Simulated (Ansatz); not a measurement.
`O=C=[N][Al]([N]=C=O)[N]=C=O` and `O=C=[N][In]([N]=C=O)[N]=C=O` differ in one element.

Ansatz, PBE0-D4/def2-TZVP geometries, multiplicity 1. Each molecule was computed in one conformer, which needn't be the lowest.

Elements past krypton have def2 core potentials.

| property | `O=C=[N][Al]([N]=C=O)[N]=C=O` |
| --- | --- |
| HOMO–LUMO gap (ωB97M-V/def2-TZVPP) / eV | 11.27 |
| LUMO energy (PBE/def2-TZVPP) / eV | -2.32 |
| HOMO–LUMO gap (PBE/def2-TZVPP) / eV | 5.11 |
| HOMO energy (PBE0/def2-TZVPP) / eV | -8.85 |
| HOMO energy (PBE/def2-TZVPP) / eV | -7.43 |
| HOMO energy (ωB97M-V/def2-TZVPP) / eV | -11.05 |

Task: Give the same properties after the change, and the shifts. (Estimate.)

Result: Ansatz gave: 
```tsv
property	`O=C=[N][In]([N]=C=O)[N]=C=O`	shift
HOMO–LUMO gap (ωB97M-V/def2-TZVPP) / eV	10.72	-0.55
LUMO energy (PBE/def2-TZVPP) / eV	-3.43	-1.11
HOMO–LUMO gap (PBE/def2-TZVPP) / eV	4.17	-0.94
HOMO energy (PBE0/def2-TZVPP) / eV	-9.00	-0.15
HOMO energy (PBE/def2-TZVPP) / eV	-7.59	-0.16
HOMO energy (ωB97M-V/def2-TZVPP) / eV	-11.24	-0.19
```

With PBE0 the HOMO falls by 0.15 eV and the LUMO falls by 1.00 eV, so the gap narrows by about 0.85 eV. PBE moves the HOMO by -0.16 eV and ωB97M-V by -0.19 eV.
